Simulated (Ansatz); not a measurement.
`CC(C)(C)C[Si](C)(F)F`, relaxed with RKS PBE-D4/def2-SVP in Ansatz from a rough embedded geometry. The force threshold is 0.03 eV/Å; the program also tests the step.

The species carries charge 0 and has multiplicity 1.

Start:

```xyz
23

C     1.174    1.718    1.300
C     0.443    0.372    0.929
C    -0.777    0.295    1.816
C     1.332   -0.741    1.279
C     0.069    0.410   -0.579
Si   -0.880   -1.032   -1.376
C    -1.222   -0.742   -3.148
F    -0.028   -2.335   -1.201
F    -2.309   -1.243   -0.600
H     0.539    2.547    1.044
H     2.087    1.761    0.638
H     1.460    1.739    2.300
H    -1.304   -0.672    1.694
H    -1.513    1.079    1.582
H    -0.520    0.415    2.904
H     2.225   -0.808    0.589
H     0.858   -1.757    1.143
H     1.726   -0.747    2.285
H     0.972    0.523   -1.155
H    -0.539    1.255   -0.796
H    -1.785    0.133   -3.337
H    -0.257   -0.609   -3.686
H    -1.749   -1.561   -3.625
```

Task: How much energy does the relaxation release, and in how many steps? (An estimate is asked.)

Result: Ansatz gave: 57.13 kJ/mol, in 4 steps.

Task: Which bonds change most? (An estimate is asked.)

Result: The calculation gave: Si6–F8 from 1.566 to 1.643 Å; C2–C4 from 1.467 to 1.541 Å; C1–H12 from 1.040 to 1.110 Å; C7–H21 from 1.058 to 1.109 Å.

Task: Give the relaxed structure. (Best estimate.)

Result: Ansatz gave: 
```xyz
23

C     1.194    1.703    1.270
C     0.444    0.398    0.938
C    -0.825    0.309    1.808
C     1.363   -0.802    1.239
C     0.065    0.424   -0.568
Si   -0.851   -1.011   -1.346
C    -1.213   -0.761   -3.157
F     0.004   -2.403   -1.176
F    -2.272   -1.282   -0.566
H     0.562    2.592    1.067
H     2.120    1.800    0.666
H     1.484    1.732    2.341
H    -1.392   -0.623    1.615
H    -1.507    1.162    1.607
H    -0.562    0.335    2.885
H     2.281   -0.769    0.615
H     0.860   -1.768    1.037
H     1.678   -0.795    2.303
H     0.987    0.557   -1.180
H    -0.554    1.326   -0.780
H    -1.837    0.143   -3.313
H    -0.274   -0.634   -3.733
H    -1.758   -1.632   -3.573
```
